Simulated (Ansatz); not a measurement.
The cluster AgSe₂. The state is a doublet with charge 0. Geometry B3LYP-D4/def2-TZVP; atoms count from 1.

Cartesian coordinates in Å:
```
Ag 0.358 0.045 -1.971
Se 0.069 0.779 1.740
Se -0.427 -0.824 0.230
```

In the def2 sets Ag takes a core potential; there is no spin–orbit coupling. The structure comes from a short search, and lower isomers may exist.

**Question.** Estimate the Mulliken populations from the PBE0/def2-TZVP orbitals of Ansatz.

**Answer.** 
```csv
atom,charge (e),spin (α − β),d electrons
Ag1,0.28,-0.05,9.92
Se2,-0.18,0.70,–
Se3,-0.10,0.35,–
```
Mulliken values depend strongly on the basis.

**Question.** Where does the spin sit?

**Answer.** Summed by element: Ag -0.05, Se 1.05, of 1 unpaired in all. Largest on single atoms: Se2 0.70, Se3 0.35, Ag1 -0.05.

**Question.** And the Mayer bond orders between heavy atoms (over 0.3)?

**Answer.** Ag1–Se3 0.95 (2.49 Å); Se2–Se3 1.56 (2.26 Å).
